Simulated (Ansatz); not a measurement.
Reaction (cleavage of the Ge–B bond): `[BH2][GeH2][BH]N` + PH₃ → `[BH2][GeH2][PH2]` + `BN`

Gas-phase electronic energies from Ansatz, PBE0-D4/def2-TZVP geometries. CCSD(T)/CBS adds triple-zeta CCSD(T) − MP2 to the extrapolated MP2 energy (def2 sets, frozen cores). This one scheme is used for every species. DFT in def2-TZVPP. HSE06 is defined as in plane-wave codes. For Ge outer-core shells are correlated without core-valence functions, which leaves a few kJ/mol of doubt a bond. Scalar relativity is left out up to krypton. One conformer a species, not always the lowest.

`[BH2][GeH2][BH]N`:

Z-matrix (Å, degrees):
```
Ge
B 1 2.076
B 1 2.045 2 108.2
H 1 1.543 2 108.9 3 -121.1
H 1 1.548 2 109.2 3 122.0
N 2 1.384 1 120.2 3 -110.9
H 2 1.197 1 121.4 3 68.4
H 3 1.196 1 121.2 2 92.4
H 3 1.196 1 120.7 2 -83.4
H 6 1.008 2 122.9 1 179.9
H 6 1.007 2 123.6 1 -1.1
```

PH₃:

Cartesian coordinates in Å:
```
P 0.252 -0.027 -0.522
H -0.327 1.161 -0.002
H 0.941 -0.311 0.686
H -0.867 -0.822 -0.162
```

`[BH2][GeH2][PH2]`:

Z-matrix (Å, degrees):
```
Ge
P 1 2.345
B 1 2.049 2 104.4
H 1 1.540 2 105.0 3 -120.0
H 1 1.540 2 110.2 3 123.6
H 2 1.421 1 93.3 3 -161.1
H 2 1.421 1 94.0 3 -68.0
H 3 1.194 1 120.8 2 94.7
H 3 1.194 1 120.3 2 -81.2
```

`BN`:

Cartesian coordinates in Å:
```
B -0.383 0.533 0.189
N 0.394 -0.548 -0.194
H -0.776 1.291 -0.650
H -0.640 0.681 1.348
H 0.758 -1.223 0.456
H 0.648 -0.733 -1.149
```

CCSD(T)/CBS gives -5.8 kcal/mol.

**Question.** Another level gave -6.6 kcal/mol. Which?
A. HSE06/def2-TZVPP
B. RPA@PBE/def2-TZVPP
C. HF/def2-TZVPP
D. LDA (SPW92)/def2-TZVPP

**Answer.** A. HSE06 -6.6, HF/def2-TZVPP -8.2, LDA (SPW92) -4.5, RPA@PBE/def2-TZVPP -5.5 kcal/mol.

Largest T1 diagnostic among the species: 0.014.

In def2-TZVPP, CCSD(T) changes the Hartree–Fock value by +2.3 kcal/mol (the triples alone add +0.1 kcal/mol) and MP2 by +1.3 kcal/mol. From BLYP to BHLYP (50 % exact exchange), in def2-TZVPP and without D4, ΔE moves by −0.8 kcal/mol.
